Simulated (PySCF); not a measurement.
## Two-dimensional NMR puzzle

Compound of formula C5H13NSi. Correlations simulated from computed shifts and the bond graph:

HSQC (one-bond C–H):
| δH | δC |
| --- | --- |
| 7.06 | 159.6 |
| 5.69 | 129.6 |
| 2.77 | 31.4 |
| 2.21 | 23.2 |
| 0.17 | -1.6 |

COSY cross peaks (H two or three bonds apart, from the bond graph; peaks can be absent where the dihedral angle is near 90°):
| δH | δH |
| --- | --- |
| 7.06 | 5.69 |
| 7.06 | 2.21 |
| 5.69 | 5.13 |
| 5.13 | 0.17 |

HMBC (two and three bonds, from the bond graph):
| δH | δC |
| --- | --- |
| 7.06 | 129.6, 23.2 |
| 5.69 | 159.6, 23.2, -1.6 |
| 5.13 | 159.6, 129.6, 31.4, -1.6 |
| 2.21 | 159.6, 129.6 |
| 0.17 | 129.6 |

[PySCF: GIAO PBE0/pcSseg-1 shieldings; geometry from GFN2-xTB; one computed conformer; no relativistic terms; no solvent; averaged over atoms made equivalent by symmetry, fast rotation or ring inversion]

References, each an isolated molecule treated in the same way: $^{1}$H (31.72 ppm), $^{13}$C (186.93 ppm) vs TMS.

Exchangeable hydrogens are left out of these lists.

Question: Assemble the structure.

Answer: SMILES C(=C/C)/[Si@@H](C)NC.

Mapped SMILES: `[CH3:1]/[CH:2]=[CH:3]\[Si@@H:4]([CH3:5])[NH:6][CH3:7]`; H(Xn) means a hydrogen on atom n.

δC 159.6 is C2, an alkene CH (δH 7.06). δC 129.6 is C3, an alkene CH (δH 5.69). δC 31.4 is C7, a methyl carbon bonded to N (δH 2.77). δC 23.2 is C1, an allylic methyl carbon (δH 2.21). δC -1.6 is C5, a methyl carbon bonded to Si (δH 0.17). COSY links 7.06–5.69, 7.06–2.21, 5.69–5.13, 5.13–0.17.

The data come from this structure; uniqueness wasn't tested.

OH/NH shifts are gas-phase values; hydrogen bonding in solution moves them, usually downfield. Shifts are as computed. Against solution values, carbons near 30 ppm lie about +3 ppm off and those near 130 ppm about +5 ppm. Of 1211 compounds with measured shifts, 218 miss one by over three times the rms of a fit or turn the order of signals round; such compounds aren't used in these exercises.
